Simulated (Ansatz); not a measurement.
Start from `O[Si](F)(Cl)Br` and change one atom or group to get `N[Si](F)(Cl)Br`.

Ansatz, PBE0-D4/def2-TZVP geometries, multiplicity 1. Each molecule was computed in one conformer, which needn't be the lowest.

Scalar relativity is left out up to krypton. Spin–orbit coupling is left out; it splits and shifts lone-pair levels of the heavy atoms by tenths of an eV.

```csv
property,`O[Si](F)(Cl)Br`
HOMO–LUMO gap (B3LYP/def2-TZVPP) / eV,8.30
HOMO–LUMO gap (ωB97M-V/def2-TZVPP) / eV,12.90
size of the dipole moment (B3LYP/def2-TZVPP) / D,1.68
HOMO–LUMO gap (PBE/def2-TZVPP) / eV,6.58
zero-point energy (PBE0-D4/def2-TZVP) / kJ/mol,53.7
HOMO energy (ωB97M-V/def2-TZVPP) / eV,-11.22
```

Question: What does the change do to each property? (Estimate.)

Answer: Ansatz gave: 
```tsv
property	`N[Si](F)(Cl)Br`	shift
HOMO–LUMO gap (B3LYP/def2-TZVPP) / eV	8.01	-0.29
HOMO–LUMO gap (ωB97M-V/def2-TZVPP) / eV	12.64	-0.26
size of the dipole moment (B3LYP/def2-TZVPP) / D	2.57	0.89
HOMO–LUMO gap (PBE/def2-TZVPP) / eV	6.14	-0.44
zero-point energy (PBE0-D4/def2-TZVP) / kJ/mol	84.7	31.0
HOMO energy (ωB97M-V/def2-TZVPP) / eV	-10.73	0.49
```

With PBE0 the HOMO rises by 0.62 eV and the LUMO rises by 0.30 eV, so the gap narrows by about 0.32 eV. PBE moves the HOMO by 0.75 eV and ωB97M-V by 0.49 eV. The zero-point energy changes by 31.0 kJ/mol with +3 modes. Dipoles are sizes alone; their direction can turn.

B3LYP here is the variant with VWN-RPA as its local correlation; programs differ in this.
